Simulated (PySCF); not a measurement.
Job file and geometry (Å, from GFN2-xTB) of an NMR shielding run on SMILES F[SiH2][C@H]([SiH3])CS, C$_{2}$H$_{9}$FSSi$_{2}$, GIAO PBE0/pcSseg-1 NMR shielding, non-relativistic, gas phase (PySCF 2.14.0, density-fitted response routines); density fitting, a coarse starting grid and PySCF grid level 2 are the driver's defaults:

```
$ OMP_NUM_THREADS=1 python probes_run.py task.json out

{"job": {"kind": "nmr", "xc": "PBE0", "basis": "pcSseg-1"}, "charge": 0, "multiplicity": 1}
F     -1.755930     0.941913     1.214454
Si    -1.230590     1.342691    -0.258449
C      0.021630    -0.007367    -0.738206
Si    -0.763761    -1.751817    -0.795936
C      1.223256    -0.021915     0.188741
S      2.203765     1.530550     0.024539
H     -2.404241     1.291133    -1.115123
H     -0.667109     2.671008    -0.099880
H      0.382411     0.217897    -1.746994
H      0.272603    -2.705915    -1.205089
H     -1.848243    -1.742274    -1.776747
H     -1.257524    -2.122283     0.528990
H      0.913576    -0.100270     1.230447
H      1.904098    -0.842837    -0.045905
H      3.001645     1.307478     1.067593
```

Q: Write the output of this run.

A: 
```
coarse grid: 13712 points
cycle   1  E = -1157.9532694428  dE =  2.808e-01  |g| = 5.788e-01  |ddm| = 3.451e+00
cycle   2  E = -1157.9021130252  dE =  5.116e-02  |g| = 8.406e-01  |ddm| = 1.160e+00
cycle   3  E = -1158.0148896799  dE = -1.128e-01  |g| = 5.961e-02  |ddm| = 7.002e-01
cycle   4  E = -1158.0154698199  dE = -5.801e-04  |g| = 2.840e-02  |ddm| = 8.825e-02
cycle   5  E = -1158.0156392027  dE = -1.694e-04  |g| = 6.500e-03  |ddm| = 3.067e-02
cycle   6  E = -1158.0156491517  dE = -9.949e-06  |g| = 2.295e-03  |ddm| = 9.481e-03
final grid: 117968 points
cycle   7  E = -1158.0568098092  dE = -1.744e-05  |g| = 9.187e-03  |ddm| = 2.508e-02
cycle   8  E = -1158.0567858497  dE =  2.396e-05  |g| = 1.318e-02  |ddm| = 2.134e-02
cycle   9  E = -1158.0568309773  dE = -4.513e-05  |g| = 7.866e-04  |ddm| = 1.309e-02
cycle  10  E = -1158.0568311121  dE = -1.348e-07  |g| = 1.665e-04  |ddm| = 1.029e-03
cycle  11  E = -1158.0568311173  dE = -5.225e-09  |g| = 6.235e-05  |ddm| = 2.100e-04
cycle  12  E = -1158.0568311180  dE = -6.344e-10  |g| = 1.903e-05  |ddm| = 6.186e-05
converged SCF energy = -1158.0568311180

GIAO shielding tensors (ppm)
atom      isotropic    diamagn.    paramagn.     s11        s22        s33       span
  0 F      405.490     470.875     -65.385    371.464    406.865    438.141     66.677
  1 Si     346.285     877.991    -531.707    299.751    333.654    405.448    105.697
  2 C      174.680     257.457     -82.777    164.347    178.959    180.734     16.387
  3 Si     417.151     880.165    -463.014    380.947    402.632    467.874     86.927
  4 C      159.060     250.070     -91.011    134.831    166.505    175.843     41.012
  5 S      604.791    1055.558    -450.766    465.818    489.048    859.508    393.689
  6 H       26.715      28.937      -2.222     23.530     24.658     31.956      8.426
  7 H       25.805      28.324      -2.519     21.914     25.605     29.897      7.983
  8 H       31.647      32.460      -0.813     26.384     31.119     37.438     11.054
  9 H       27.786      29.337      -1.551     24.028     26.085     33.245      9.217
 10 H       27.572      29.162      -1.590     23.830     25.423     33.462      9.632
 11 H       27.712      29.351      -1.639     24.071     26.476     32.591      8.520
 12 H       28.687      32.765      -4.078     23.336     29.244     33.481     10.145
 13 H       28.492      31.792      -3.301     20.557     30.083     34.835     14.279
 14 H       29.717      29.752      -0.035     21.760     26.812     40.580     18.820
```

Q: Turn these shieldings into chemical shifts. Chemical shifts δ = σref − σ; ¹⁹F (σ = 170.95 ppm) against CFCl3; ²⁹Si (σ = 349.16 ppm) and ¹³C (σ = 186.93 ppm) and ¹H (σ = 31.72 ppm) against TMS; ³³S (σ = 503.73 ppm) vs CS2, all at this level.

A: Averaging equivalent atoms: F 0: -234.5; Si 1: 2.9; Si 3: -68.0; C 4: 27.9; C 2: 12.2; S 5: -101; H 7: 5.91; H 6: 5.00; H 9/10/11: 4.03; H 13: 3.23; H 12: 3.03; H 14: 2.00; H 8: 0.07 ppm. Unscaled 19F shifts against computed CFCl3 carry errors that often reach 10 to 50 ppm.

Size and cost of the density-fitted run: 168 basis functions, 25 s wall time on 1 thread of an Arm Neoverse V1, shared host; peak memory 0.86 GiB.
